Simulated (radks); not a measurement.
Values are calculated unless marked as measured or tabulated.
Numerical settings for the cobalt ion Co12+, [Ne] 3s2 3p3. Level of theory: non-relativistic Kohn-Sham, LDA (Slater exchange, Perdew-Wang correlation), spin-polarised, spherical densities, point nucleus; open shells are filled with parallel spins first (a radial shooting solver on a logarithmic mesh with Libxc functionals). The defaults (mesh step 0.008 in ln r, mesh end at 40 bohr or more with all orbitals vanishing there, Anderson mixing 0.5 over 9 steps, residual threshold near 1e-9 with the energy settled to 1e-9 hartree or 1e-11 of itself, here a cap of 61 iterations) give E = -1318.1188 hartree and 3p at -359.04 eV in 13 iterations. Run on one thread of a shared host, so times are rough (Arm Neoverse N1): 0.12 s of CPU time, 0.12 s wall, 13 iterations on 2476 mesh points. Changes against that run (0 stands for a change within the tolerance of the run):

setting                    iterations  converged  E (mhartree)  e(3p) (meV)  CPU (s)
mesh step in ln r 0.03             13        yes     +0.000193            0     0.04
mesh step in ln r 0.12              3         no      diverged            -     0.01
mesh step in ln r 0.08             17         no      diverged            -     0.09
mesh end (bohr) 20                 13        yes             0            0     0.12
mesh end (bohr) 1                  13        yes     +1.07e+04     +7.6e+04      0.1
residual threshold 0.01             8        yes             0       -0.123     0.09
residual threshold 1e-16           61         no             0            0     0.35
mixing 2.5                         14        yes             0            0     0.13
linear mixing, mixing 1            17        yes             0            0     0.13
linear mixing, mixing 0.5          29        yes             0            0     0.21
mixing history 20                  18        yes             0            0     0.15
iteration cap 3                     3         no         +1.88    -1.58e+03     0.03

Settings that end as converged yet miss the energy by more than 1 mhartree: mesh end (bohr) 1 (+10.7 hartree). A mesh that ends early acts as a hard wall.
